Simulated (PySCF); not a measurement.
Exercise with solution: oscillator strength and radiative lifetime

Ga(Cl)(SH)2 (ClGaH₂S₂), SMILES [SH][Ga]([SH])[Cl].

Geometry optimised at PBE0-D3(BJ)/def2-SVP. One conformer was computed; it need not be the lowest.

TDA-PBE0/def2-SVPD in PySCF puts the first singlet state with f over 0.02 at 5.64 eV (vertical), with the transition dipole (-0.461, 0.000, 0.000) in atomic units.

**Question.** Find the oscillator strength, the wavelength and the radiative lifetime that this transition would have in vacuum if emission retraced absorption.

**Answer.** 
|μ|² = 0.2125 au, so |μ| = 1.17 D. ΔE = 5.64/27.211 = 0.2073 hartree. f = (2/3) ΔE |μ|² = 0.029 (the program prints 0.029).
λ = 1239.84/5.64 = 220 nm; ν = 45490 cm⁻¹.
Einstein's coefficient A = 0.6670 ν² f s⁻¹ (ν in cm⁻¹) = 4.1e7 s⁻¹, so τ = 1/A = 25 ns. This state is S2; the lower singlet has f = 0.000. The figure is the radiative limit of this one transition; relaxation, internal conversion, crossing to triplets and a medium change what is measured.
